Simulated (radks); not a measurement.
Results of a calculation; reference values are marked as such.
Spherical quantum dot in the effective-mass picture: electrons in a parabolic well V = omega^2 r^2 / 2 with omega = 4.9, all in effective atomic units (hartree* = m*/eps^2 hartree, bohr* = eps/m* bohr), one dielectric constant everywhere. Level of theory: non-relativistic Kohn-Sham, LDA (Slater exchange, Perdew-Wang correlation), spin-polarised, spherical densities (a radial shooting solver with Libxc functionals). Levels are named by radial order and angular momentum (1s, 1p, 1d, 2s, ...), and open shells are averaged over m. Results are scaled to m* = 0.073 and eps = 10.8, for which hartree* = 17.03 meV and bohr* = 7.829 nm.

N = 17, configuration 1s2 1p6 1d(up 5, down 4). This is the lowest configuration that the search found. Occupied and some empty levels:

level    occupation  eigenvalue (meV)  <r> (nm)
1s up             1            453.01     4.792
1s down           1            453.55     4.785
1p up             3            511.23     6.224
1p down           3            511.93     6.221
1d up             5            572.57     7.287
1d down           4            573.31     7.289
2s up             0            577.73     6.606
2s down           0            578.24     6.611
1f up             0            636.94     8.156
1f down           0            637.65     8.160
2p up             0            645.57     7.510
2p down           0            646.07     7.513

Energy (meV): total 6613.24, kinetic 1566.8, external 2731.6, Hartree 2613.4, exchange-correlation -298.65.

Electron density:

r (nm)  n(r) (e/nm^3)
0.626        0.004654
1.32         0.005048
2.02         0.005686
2.72         0.006471
3.42         0.007236
4.11         0.007767
4.81         0.007870
5.51         0.007443
6.21         0.006523
6.91         0.005269
7.60         0.003906
8.30         0.002654
9.00         0.001646
9.69        0.0009314
10.4        0.0004765
11.1        0.0002238
11.8       0.00009576
12.5       0.00003741
13.2       0.00001333
13.9        4.333e-06
